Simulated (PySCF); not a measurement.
## Substituent effects on chemical shifts

Parent skeleton `[SiH3:1][O:2][SiH2:3][O:4][SiH3:5]`; one hydrogen on atom 1 is replaced by X. Hydrogens on one atom are averaged.

Theoretical values (PySCF 2.14.0 with density-fitted response routines): σ from GIAO-PBE0/pcSseg-1, geometry: GFN2-xTB. Non-relativistic Hamiltonian, single conformer, no solvent model, one averaged value for each set of equivalent atoms.

Chemical shifts δ = σref − σ; ²⁹Si and ¹H against TMS; ¹⁷O vs H2O, all at this level.

Parent (X = H): Si1 -44.0, O2 40.8, Si3 -44.5, O4 40.8, Si5 -44.0, H(Si1) 5.25, H(Si3) 4.90, H(Si5) 5.25 ppm. Effects are Δδ = δ(X) − δ(H), positive for deshielding.

Known members:
```json
{"X": "CF3", "Si1": "-2.2", "O2": "+10.8", "Si3": "-4.3", "O4": "+1.1", "Si5": "+5.9", "H(Si1)": "-0.19", "H(Si3)": "+0.12", "H(Si5)": "+0.01"}
{"X": "OH", "Si1": "+3.3", "O2": "+52.5", "Si3": "-2.4", "O4": "+1.9", "Si5": "+0.1", "H(Si1)": "-0.15", "H(Si3)": "+0.06", "H(Si5)": "-0.10"}
{"X": "COCH3", "Si1": "-10.1", "O2": "+9.5", "Si3": "+0.8", "O4": "+0.7", "Si5": "+0.2", "H(Si1)": "-0.01", "H(Si3)": "+0.09", "H(Si5)": "-0.16"}
{"X": "NHCH3", "Si1": "+5.8", "O2": "+31.8", "Si3": "-3.0", "O4": "+2.2", "Si5": "-0.6", "H(Si1)": "+0.02", "H(Si3)": "+0.15", "H(Si5)": "-0.01"}
{"X": "CH2NH2", "Si1": "+19.9", "O2": "+13.8", "Si3": "-1.9", "O4": "+2.4", "Si5": "-0.8", "H(Si1)": "-0.12", "H(Si3)": "+0.12", "H(Si5)": "-0.03"}
```

Four more derivatives gave (Δδ, ppm):
```tsv
compound	Si1	O2	Si3	O4	Si5	H(Si1)	H(Si3)	H(Si5)
1	+1.8	+29.1	+0.4	+0.1	+1.7	+0.25	+0.03	-0.05
2	+4.9	+12.6	-3.8	+0.0	+1.0	-0.18	+0.08	+0.05
3	+12.2	+21.7	+0.0	+0.7	+4.6	+0.06	+0.17	+0.12
4	-15.8	+11.9	-0.4	+3.2	+1.8	-0.36	+0.20	+0.07
```

Their substituents are CH2CN, CHF2, CHO, NHCOCH3. Which is which?

## Answers

1: X = NHCOCH3 (CC(=O)N[SiH2]O[SiH2]O[SiH3]); 2: X = CHF2 (FC(F)[SiH2]O[SiH2]O[SiH3]); 3: X = CH2CN (N#CC[SiH2]O[SiH2]O[SiH3]); 4: X = CHO (O=C[SiH2]O[SiH2]O[SiH3]).

Unscaled 17O shifts of doubly bonded oxygen tend to come out too high, by tens of ppm or more. Experimental scales use liquid or dissolved standards, which lie at an offset from isolated H2O (liquid H2O: subtract about 36 ppm).
